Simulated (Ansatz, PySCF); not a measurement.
Species: InI, net charge 0, triplet state. This is an excited triplet: at this geometry the singlet lies 2.95 eV lower at CCSD(T)/CBS(def2-TZVPPD,def2-QZVPPD). 
Geometry from a B3LYP-D3(BJ)/def2-TZVP (Ansatz, a quantum-chemistry and plane-wave program) optimisation:
```xyz
2

In     0.0000     0.0000    -1.4550
I      0.0000     0.0000     1.3452
```
Charge 0, spin multiplicity 3.

Total electronic energies in hartree. Valence correlation only, unless marked. Open shells are spin-unrestricted. Spin-orbit coupling is left out. Frozen are the shells of the preceding noble gas and the d and f shells that filled before the atom's block. Past Kr the def2 sets carry scalar-relativistic core potentials. Basis-set limits of correlation are two-point, X^-3; Hartree-Fock from the larger set. The bracket is a focal-point correction in the basis named.

```tsv
level	program	energy (Eh)
HF/def2-SVPD	Ansatz	-485.86627
RI-HF/def2-QZVPP	Ansatz	-485.88047
PBE-D3(BJ)/def2-TZVPD	Ansatz + dftd3	-487.80782
PBE-D4/def2-TZVPD	Ansatz + dftd4	-487.80824
BLYP-D4/def2-TZVPD	Ansatz + dftd4	-487.72635
revPBE-D3(BJ)/def2-TZVPD	Ansatz + dftd3	-487.91474
M06-L/def2-TZVPD	PySCF	-488.11828
r2SCAN/def2-TZVPD	Ansatz	-488.00262
PBE0-D3(BJ)/def2-TZVPD	Ansatz + dftd3	-487.83205
PBE0-D4/def2-TZVP	Ansatz + dftd4	-487.83178
PBE0-D4/def2-TZVPD	Ansatz + dftd4	-487.83205
TPSSh-D3(BJ)/def2-TZVPD	PySCF + dftd3	-487.65690
MN15/def2-TZVPD	PySCF	-486.68722
HSE06-D4/def2-TZVPD	Ansatz + dftd4	-487.82963
CAM-B3LYP/def2-TZVPD	Ansatz	-487.79346
LC-wPBE-D4/def2-TZVPD	Ansatz + dftd4	-487.87284
B2GP-PLYP/def2-TZVPD	Ansatz	-487.10575
MP2/def2-SVP	Ansatz	-485.98029
RI-MP2/CBS(def2-TZVPP,def2-QZVPP)	Ansatz	-486.0787
CCSD/CBS(def2-TZVPPD,def2-QZVPPD)	Ansatz	-486.0974
CCSDT/def2-SVP	Ansatz	-486.00120
RI-MP2/CBS(def2-TZVPP,def2-QZVPP)+[CCSD(T)-MP2]/def2-QZVPP	Ansatz	-486.1087
CCSD(T)/CBS(def2-TZVPPD,def2-QZVPPD)	Ansatz	-486.1089
```

Totals of different functionals don't rank their quality; only differences between species are comparable.
